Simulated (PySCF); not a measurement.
# How methods differ on the excitation energy of Zr²⁺

Zr²⁺ [Kr] 4d2 (3F) → Zr²⁺ [Kr] 4d1 5s1 (3D), as a difference of total energies. Calculation: PySCF 2.14, in def2-TZVPPD with the def2 core potential (28 electrons) (6s4p3d2f1g, 56 functions); a scalar-relativistic core potential. Correlated levels: valence and next inner shell: nothing frozen outside the core potential. The calculations carry no spin-orbit coupling.

| method | excitation energy (eV) |
| --- | --- |
| UHF | 2.364 |
| MP2 (valence and next inner shell) | 2.038 |
| SCS-MP2 (valence and next inner shell) | 2.137 |
| CCSD (valence and next inner shell) | 2.125 |
| CCSD(T) (valence and next inner shell) | 2.101 |

Problem. How much does correlation contribute at CCSD(T) (valence and next inner shell)?

Solution. 2.101 − (2.364) = -0.263 eV, measured against UHF.
